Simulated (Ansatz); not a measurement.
Cartesian coordinates in Å:
```
F 1.881 -1.564 0.571
Ga 0.138 -1.657 0.713
O -0.678 -0.207 0.130
Si -0.276 1.241 -0.524
H -0.566 -2.895 1.291
H -1.531 1.994 -0.780
H 0.580 2.026 0.405
H 0.453 1.062 -1.808
```

Total charge 0; spin multiplicity 1.

Problem. List the PBE/def2-TZVPP orbital energies in eV (the Gaussian-basis code of Ansatz). (Best estimate.)

Solution. The calculation gave: Occupied: -10094.46, -1779.94, -1234.30, -1094.04, -1093.90, -1093.89, -659.00, -510.39, -144.23, -137.61, -98.90, -98.58, -98.54, -94.39, -94.33, -94.33, -28.24, -24.51, -20.84, -20.81, -20.77, -20.63, -20.39, -13.55, -11.73, -10.19, -9.82, -9.44, -9.02, -8.93, -8.55, -7.42, -7.40. Lowest empty: -1.98, -1.72, -0.17, 0.53, 1.06, 1.07, 1.32, 2.91.
